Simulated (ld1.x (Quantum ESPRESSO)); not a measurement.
# What one change does to a pseudopotential (iodine (I), TM)

| Quantity | Value |
| --- | --- |
| Element | I |
| Generator | ld1.x (Quantum ESPRESSO) 7.5 |
| Type | norm-conserving Troullier–Martins (Kleinman–Bylander form) |
| Functional | PBE |
| Relativity | scalar-relativistic |
| Frozen core | [Kr] |
| Valence charge | 17 |
| Reference configuration | 4d10 5s2 5p5 |
| Partial waves | 5s (bound): rc 1.55 bohr; 5p (bound): rc 1.50 bohr; 4d (bound): rc 1.35 bohr |
| Local potential | the d channel |
| Core correction | Bessel-smoothed model core, default radius (core density twice the valence density) |

Change: wave 5p (bound): rc 1.50 bohr becomes 5p (bound): rc 1.22 bohr.

Cutoffs: the cutoffs (Ry, on a coarse ladder) from which the occupation-weighted sum of valence levels, in a spherical-Bessel basis at the reference potential, stays within 10 and 1 mRy of its value at 400 Ry; they do not see the model core or the augmentation charge, which bear on the density cutoff. Errors are all-electron minus pseudo energies relative to the spin-unpolarised reference configuration.

Q: What does the change do?

A: Both files keep a bound ghost (p, s); of the 7 tests that both files solve, the error grows in 6 and shrinks in 0 by more than 15 % and 0.3 meV (median size 15.1 → 79.9 meV); the range in which the p phases agree narrows (upper end at the end of the scan → 0.7). That the errors move this way runs against the usual rule that smaller radii transfer better.

```csv
quantity,base,changed
"cutoff, loose",110 Ry,300 Ry
"cutoff, tight",200 Ry,over 300 Ry
loose cutoff by channel (10 mRy a level),"s 30 Ry, p 50 Ry, d 90 Ry","s 30 Ry, p 260 Ry, d 90 Ry"
bound ghosts,"s, p","p, s"
"error for 4d10 5s2 5p4, meV [ΔE 11.13 eV]",-4.8,-17
"error for 4d10 5s2 5p3, meV [ΔE 30.98 eV]",-15,-80
"error for 4d10 5s2 5p2, meV [ΔE 60.31 eV]",-25,-199
"error for 4d9 5s2 5p6, meV [ΔE 45.86 eV]",-445,-443
"error for 4d10 5s1 5p5, meV [ΔE 22.11 eV]",-12,-30
"error for 4d10 5s1 5p6, meV [ΔE 10.41 eV]",-3.8,-44
"error for 4d10 5s2 5p1, meV [ΔE 99.73 eV]",-20,-361
s: phases at 1.71 bohr within 0.05 rad from the reference energy up to (Ry; the scan ends near 5),2.5,2.5
p: phases at 1.71 bohr within 0.05 rad from the reference energy up to (Ry; the scan ends near 5),to the end of the scan,0.7
d: phases at 1.71 bohr within 0.05 rad from the reference energy up to (Ry; the scan ends near 5),3.3,3.3
```

 A true bound ghost makes a file unfit for plane-wave use even where its test errors are small: the radial tests pick states by their node count and pass the ghost by.
